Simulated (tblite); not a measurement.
C₇H₁₂FN.
SMILES with atom numbers: `[CH3:1][C@@:2]1([CH:3]2[CH2:4][CH2:5]2)[NH:6][C@H:7]1[CH2:8][F:9]` (hydrogens: H10, H11, H12 on C1; H13 on C3; H14, H15 on C4; H16, H17 on C5; H18 on N6; H19 on C7; H20, H21 on C8)

Computed with GFN2-xTB (tblite), gas phase: L-BFGS steps from a force-field or distance-geometry start until the largest atomic force falls under 0.01 eV/Å.

The end geometry, which sets the zero of energy:
```
atom  x, y, z in Å
C1     -0.1069    1.3011   -1.1273
C2     -0.0127    0.1806   -0.1113
C3     -1.2324    0.0796    0.7629
C4     -2.4096   -0.7210    0.2876
C5     -1.5767   -1.2173    1.4275
N6      0.6066   -1.0796   -0.4639
C7      1.3069   -0.2091    0.4571
C8      2.5791    0.5107    0.0806
F9      3.6638   -0.1093    0.6543
H10     0.7028    1.2607   -1.8522
H11    -0.0754    2.2671   -0.6264
H12    -1.0523    1.2241   -1.6616
H13    -1.4394    0.9955    1.3046
H14    -3.4025   -0.3485    0.4888
H15    -2.3112   -1.2319   -0.6573
H16    -0.9219   -2.0516    1.2339
H17    -1.9908   -1.1911    2.4238
H18     1.0033   -1.1054   -1.3979
H19     1.3250   -0.5860    1.4755
H20     2.7575    0.5069   -1.0005
H21     2.5781    1.5413    0.4560
```

Problem. These geometries come from the run, each turned onto the end geometry. Order them by energy, lowest first.
A.
```
atom  x, y, z in Å
C1     -0.1973    1.2286   -1.0306
C2      0.0287    0.2005    0.0579
C3     -1.2097    0.0674    0.9213
C4     -2.4146   -0.5184    0.2345
C5     -1.6967   -1.3048    1.2697
N6      0.6725   -1.0718   -0.2078
C7      1.4117   -0.0970    0.5570
C8      2.6611    0.4884   -0.0788
F9      3.7623    0.1343    0.6647
H10     0.7302    1.5640   -1.4796
H11    -0.7112    2.0926   -0.6016
H12    -0.8454    0.8417   -1.8210
H13    -1.3736    0.8545    1.6504
H14    -3.4053   -0.1455    0.4032
H15    -2.2841   -0.7876   -0.7944
H16    -1.0819   -2.1293    0.9624
H17    -2.1480   -1.4376    2.2338
H18     1.0210   -1.2465   -1.1463
H19     1.5863   -0.3559    1.6033
H20     2.8247    0.0576   -1.0782
H21     2.6606    1.5815   -0.1657
```
B.
```
atom  x, y, z in Å
C1     -0.1329    1.2255   -1.1627
C2      0.0040    0.1555   -0.1011
C3     -1.1894    0.0563    0.8104
C4     -2.4588   -0.5879    0.3342
C5     -1.6039   -1.2793    1.3478
N6      0.6578   -1.0977   -0.4249
C7      1.3360   -0.1825    0.4676
C8      2.6006    0.5453    0.0773
F9      3.6526    0.0484    0.8078
H10     0.7583    1.2937   -1.7829
H11    -0.3192    2.1931   -0.6987
H12    -0.9830    0.9864   -1.8003
H13    -1.2901    0.9166    1.4636
H14    -3.3964   -0.1538    0.6454
H15    -2.4778   -0.9914   -0.6648
H16    -1.0303   -2.1257    1.0069
H17    -1.9494   -1.3546    2.3671
H18     1.0425   -1.1218   -1.3640
H19     1.3614   -0.5374    1.4947
H20     2.8691    0.4127   -0.9780
H21     2.5401    1.6154    0.3088
```
C.
```
atom  x, y, z in Å
C1     -0.2436    1.2479   -1.0037
C2      0.0302    0.2427    0.0885
C3     -1.1876    0.0675    0.9593
C4     -2.3378   -0.5086    0.1897
C5     -1.6832   -1.3195    1.2459
N6      0.6552   -1.0494   -0.1051
C7      1.4082   -0.0211    0.5778
C8      2.6751    0.4328   -0.1169
F9      3.7710    0.0651    0.6277
H10     0.6441    1.6378   -1.4907
H11    -0.7949    2.0879   -0.5667
H12    -0.8837    0.7996   -1.7610
H13    -1.3824    0.8390    1.6881
H14    -3.3168   -0.1123    0.3482
H15    -2.1210   -0.7912   -0.8223
H16    -1.0577   -2.1287    0.9202
H17    -2.2475   -1.5245    2.1374
H18     1.0021   -1.2114   -1.0412
H19     1.5223   -0.1369    1.6476
H20     2.7689   -0.1088   -1.0694
H21     2.7704    1.5087   -0.2991
```
D.
```
atom  x, y, z in Å
C1     -0.1104    1.2592   -1.1363
C2     -0.0024    0.1578   -0.1011
C3     -1.2135    0.0597    0.7843
C4     -2.4334   -0.6618    0.2903
C5     -1.6020   -1.2564    1.3838
N6      0.6399   -1.0987   -0.4240
C7      1.3247   -0.1930    0.4747
C8      2.5809    0.5446    0.0763
F9      3.6761   -0.0083    0.6958
H10     0.6763    1.1892   -1.8840
H11    -0.0444    2.2320   -0.6523
H12    -1.0730    1.1932   -1.6400
H13    -1.3732    0.9519    1.3795
H14    -3.4029   -0.2549    0.5342
H15    -2.3824   -1.1260   -0.6824
H16    -0.9867   -2.1036    1.1273
H17    -1.9906   -1.2685    2.3907
H18     1.0358   -1.1401   -1.3579
H19     1.3529   -0.5424    1.5025
H20     2.7748    0.4889   -1.0010
H21     2.5451    1.5940    0.3938
```
E.
```
atom  x, y, z in Å
C1     -0.1370    1.2122   -1.1436
C2      0.0188    0.1337   -0.0912
C3     -1.1651    0.0365    0.8309
C4     -2.4551   -0.5495    0.3335
C5     -1.6392   -1.2868    1.3456
N6      0.6710   -1.1155   -0.4278
C7      1.3577   -0.2021    0.4623
C8      2.6054    0.5485    0.0544
F9      3.6755    0.1372    0.8115
H10     0.7878    1.4111   -1.6806
H11    -0.4728    2.1378   -0.6791
H12    -0.8951    0.9055   -1.8635
H13    -1.2240    0.8864    1.5033
H14    -3.3879   -0.1005    0.6360
H15    -2.4667   -0.9373   -0.6725
H16    -1.1116   -2.1670    1.0192
H17    -1.9910   -1.3302    2.3636
H18     1.0503   -1.1380   -1.3694
H19     1.3953   -0.5550    1.4887
H20     2.8771    0.3622   -0.9917
H21     2.4979    1.6275    0.2247
```

Solution. D (0.003 eV), B (0.016 eV), E (0.028 eV), A (0.192 eV), C (0.355 eV).

In the order of the answer:

```json
{"step": "87", "E above end (eV)": "0.003", "largest force (eV/Å)": "0.02", "rms force component (eV/Å)": "0.007", "rms distance from end (Å)": "0.076", "rms bond change (Å)": "0.000", "bond most changed (Å)": "C7–C8 +0.001"}
{"step": "56", "E above end (eV)": "0.016", "largest force (eV/Å)": "0.07", "rms force component (eV/Å)": "0.025", "rms distance from end (Å)": "0.172", "rms bond change (Å)": "0.001", "bond most changed (Å)": "C2–N6 +0.002"}
{"step": "40", "E above end (eV)": "0.028", "largest force (eV/Å)": "0.07", "rms force component (eV/Å)": "0.025", "rms distance from end (Å)": "0.229", "rms bond change (Å)": "0.001", "bond most changed (Å)": "C7–C8 +0.003"}
{"step": "13", "E above end (eV)": "0.192", "largest force (eV/Å)": "0.45", "rms force component (eV/Å)": "0.130", "rms distance from end (Å)": "0.360", "rms bond change (Å)": "0.006", "bond most changed (Å)": "C4–C5 -0.011"}
{"step": "5", "E above end (eV)": "0.355", "largest force (eV/Å)": "0.41", "rms force component (eV/Å)": "0.127", "rms distance from end (Å)": "0.429", "rms bond change (Å)": "0.005", "bond most changed (Å)": "C4–C5 -0.013"}
```

What follows is the cost of the whole relaxation. The run took 2.7 s on an Intel Xeon at 2.50 GHz with one thread (shared host).
